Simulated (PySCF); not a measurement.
Harmonic spectrum computed at PBE0 in the def2-TZVP basis family (core potentials from Rb on, PySCF, no spin–orbit coupling):

```tsv
ω (cm⁻¹)	IR (km/mol)
76	15.2
305	67.4
589	149
```

Q: Which molecule gave it? In each, all ligands are bound to the one heavy central atom.
A. InSBr (singlet)
B. YSBr (singlet)
C. ISBr (singlet)
D. SbSBr (singlet)
E. ScSBr (singlet)

A: E. It has Cs symmetry with Sc–Br 2.472 Å, Sc–S 2.137 Å.
